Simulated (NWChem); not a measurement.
Correlation energy of HO2

```
O
H 1 0.9811
O 1 1.3168 2 105.95
```
Charge 0, spin multiplicity 2.

Program: NWChem. All single points use one geometry, from UB3LYP/def2-SVP, a minimum by its harmonic frequencies.

Basis set: cc-pVTZ. Each correlation energy counts from its own Hartree-Fock reference.

```json
[
 {"method": "UMP2", "correlation energy (mHa)": "-443.0", "remark": "-"},
 {"method": "URI-MP2", "correlation energy (mHa)": "-443.0", "remark": "-"},
 {"method": "CCSD[T] on ROHF", "correlation energy (mHa)": "-485.1", "remark": "large amplitudes"},
 {"method": "SCS-UMP2", "correlation energy (mHa)": "-433.8", "remark": "-"},
 {"method": "CCSD on ROHF", "correlation energy (mHa)": "-465.4", "remark": "large amplitudes"},
 {"method": "CCSD(T) on ROHF", "correlation energy (mHa)": "-482.9", "remark": "large amplitudes"}
]
```

The values span 51.3 mHa, from CCSD[T] on ROHF (lowest) to SCS-UMP2 (highest). 

The correlated methods keep 2 core orbitals frozen. The structure started from a generated list of species. The unpaired electrons of the parent sit in orbitals of symmetry a" (Cs labels of the run); other states weren't searched. The stability of the SCF solutions was not checked. Open-shell Hartree-Fock references start from PBE0 orbitals. Coupled-cluster values serve here as a point of comparison, not as the truth.
